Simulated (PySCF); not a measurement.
# Computed vibrations of [TlCl2]+

[TlCl2]+ (singlet). PySCF 2.14.0, RKS PBE0, Tl def2-SVP with ECP60, Cl def2-SVP; non-relativistic Hamiltonian with scalar-relativistic core potentials where named; density fitting; no spin-orbit coupling. Central differences of gradients.

```xyz
3

Tl    0.0000    0.0000    0.0000
Cl    2.3001    0.0000    0.0000
Cl   -2.3001    0.0000    0.0000
```

Run from Python with OMP_NUM_THREADS=2. Where DIIS fails, smearing, a level shift and second-order steps follow.
It took 5.6 s on 2 threads of Arm Neoverse V1, with other jobs on the host.

Q: What are the harmonic wavenumbers and infrared intensities?

A: Modes are labelled in D∞h; negative numbers are unstable modes, those under 60 cm⁻¹ near the noise; a finer grid moves soft modes by up to 10 cm⁻¹.
| cm⁻¹ | km/mol | symmetry |
| --- | --- | --- |
| 86 | 1.7 | πu |
| 86 | 1.7 | πu |
| 353 | 0.0 | σg+ |
| 434 | 17.1 | σu+ |

Q: Is this a minimum?

A: Yes. Ideal gas at 298.15 K and 1 bar: S = 291.1 J/(mol K), Cp = 57.9 J/(mol K), H − H(0 K) = 14.3 kJ/mol (rigid rotor, harmonic modes, spin degeneracy alone).
